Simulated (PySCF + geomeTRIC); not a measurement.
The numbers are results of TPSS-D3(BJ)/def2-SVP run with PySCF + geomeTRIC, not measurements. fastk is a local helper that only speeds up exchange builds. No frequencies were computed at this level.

```python
import json, numpy as np
from pyscf import gto, dft
from fastk import lowrank_exchange
atoms = """
Hf     0.000060    -0.000102    -0.000044
Br     2.141183     0.822725     0.974049
Br    -1.540032     1.924885    -0.365825
Br     0.455516    -1.124665    -2.176615
Br    -1.056726    -1.622843     1.568438
"""
def scf(charge, spin, dm0=None):
    mol = gto.M(atom=atoms, basis='def2-svp', ecp={'Hf': 'def2-svp'}, charge=charge, spin=spin, verbose=3, max_memory=10080)
    mf = dft.KS(mol, xc='tpss').density_fit(auxbasis="def2-universal-jkfit")
    mf.disp = 'd3bj'
    mf.grids.level = 3
    mf.conv_tol = 1e-8
    mf.max_cycle = 120
    mf.level_shift = 0.25
    mf.kernel(dm0)
    if not mf.converged:
        mf = mf.newton().run(mf.mo_coeff, mf.mo_occ).undo_soscf()
    return mf
mf = scf(0, 0)
from pyscf.geomopt.geometric_solver import kernel as optimize
path = []
done, mol = optimize(mf, maxsteps=120, assert_convergence=False, callback=lambda env: path.append((env["energy"], bool(env["g_scanner"].converged))))
res = dict(converged=bool(done and path[-1][1]), energy=path[-1][0], path=[e for e, c in path], xyz=mol.atom_coords(unit="Angstrom").tolist(), nao=mol.nao)
json.dump(res, open("result.json", "w"))
```

Output:

```
converged SCF energy = -10343.3754934333
Geometry optimization cycle 1
converged SCF energy = -10343.37549343
cycle 1: E = -10343.3754934  dE = -10343.4  norm(grad) = 0.00382084
Geometry optimization cycle 2
converged SCF energy = -10343.3755242164
cycle 2: E = -10343.3755242  dE = -3.07865e-05  norm(grad) = 0.00247807
Geometry optimization cycle 3
converged SCF energy = -10343.3755425602
cycle 3: E = -10343.3755426  dE = -1.83437e-05  norm(grad) = 0.000152747
Geometry optimization cycle 4
converged SCF energy = -10343.3755424444
cycle 4: E = -10343.3755424  dE = 1.15835e-07  norm(grad) = 0.000165663
<class 'geometric.internal.Distance'> : 4
<class 'geometric.internal.Angle'> : 6
<class 'geometric.internal.TranslationX'> : 1
<class 'geometric.internal.TranslationY'> : 1
<class 'geometric.internal.TranslationZ'> : 1
<class 'geometric.internal.RotationA'> : 1
<class 'geometric.internal.RotationB'> : 1
<class 'geometric.internal.RotationC'> : 1
Step    0 : Gradient = 1.709e-03/1.991e-03 (rms/max) Energy = -10343.3754934300
Step    1 : Displace = 9.610e-03/1.111e-02 (rms/max) Trust = 1.000e-01 (=) Grad = 1.108e-03/1.260e-03 (rms/max) E (change) = -10343.3755242164 (-3.079e-05) Quality = 0.393
Step    2 : Displace = 3.702e-03/4.211e-03 (rms/max) Trust = 1.000e-01 (=) Grad = 6.831e-05/8.368e-05 (rms/max) E (change) = -10343.3755425602 (-1.834e-05) Quality = 0.919
Step    3 : Displace = 3.497e-04/4.230e-04 (rms/max) Trust = 1.414e-01 (+) Grad = 7.409e-05/1.117e-04 (rms/max) E (change) = -10343.3755424444 (+1.158e-07) Quality = -0.107
Converged! =D
```

Cost: about 4 core-minutes (a rough figure).
